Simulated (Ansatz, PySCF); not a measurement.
This Ansatz (a program for electronic structure) input computes a r2SCAN/def2-TZVPD energy:

Ansatz 0.2 input:
```yaml
crystal:
  periodic: [false, false, false]
  atoms:
    - {symbol: Ga, position_ang: [0.80512851, -0.01448369, -0.09027700]}
    - {symbol: Cl, position_ang: [-0.85253169, 1.35517224, -1.18932167]}
    - {symbol: Cl, position_ang: [-0.61564382, -1.32876081, 1.35394444]}
basis:
  gaussian:
    orbitals: def2-TZVPD
hamiltonian:
  xc: {name: r2SCAN}
total_charge: -1
output: {forces: true}
```

Q: Write an input for the same energy in PySCF and say what it gives.

A: 
```python
from pyscf import gto, scf, dft

mol = gto.M(
    atom='''
    Ga    0.80512851   -0.01448369   -0.09027700
    Cl   -0.85253169    1.35517224   -1.18932167
    Cl   -0.61564382   -1.32876081    1.35394444
    ''',
    basis='def2-tzvpd',
    charge=-1,
    spin=0,
    verbose=4,
)

mf = dft.RKS(mol, xc='r2scan').density_fit(auxbasis='def2-universal-jkfit')
mf.grids.level = 4
mf.conv_tol = 1e-9
mf.max_cycle = 100
mf.max_memory = 1500
mf.kernel()
if not mf.converged:
    mf = mf.newton()
    mf.kernel(mf.make_rdm1())
mf.analyze()
```
It gives -2845.39928 Eh, and Ansatz -2845.39933 Eh, a difference of 0.05 mEh, from the treatment of integrals and grids.
